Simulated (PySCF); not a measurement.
## As⁺: excitation energy

As⁺ [Ar] 3d10 4s2 4p2 (3P) → As⁺ [Ar] 3d10 4s1 4p2 4d1 (high-spin determinant), as a difference of total energies. Calculation: PySCF 2.14, in aug-cc-pVDZ-PP with ECP10MDF (5s4p3d, 32 functions); a scalar-relativistic core potential. Correlated levels: valence: 3s2 3p6 3d10 frozen. The calculations carry no spin-orbit coupling.

| method | excitation energy (cm⁻¹) |
| --- | --- |
| UHF | 140580 |
| LDA | 155800 |
| PBE | 152490 |
| PBE0 | 151420 |
| r2SCAN | 151700 |
| LC-wPBE | 153900 |
| wB97M-V | 154870 |
| wB97X | 158700 |
| MN15 | 151470 |
| MP2 (valence) | 147450 |
| SCS-MP2 (valence) | 149670 |

The upper state lies above the first ionisation limit, but in LS coupling its spin forbids autoionisation to the ground ion.

The promoted electron is Rydberg-like, and one or two diffuse shells describe it only roughly, which tends to raise the upper state.

The determinant of the upper state mixes LS terms, which raises its energy above the lowest term, most at the Hartree-Fock and MP2 levels.
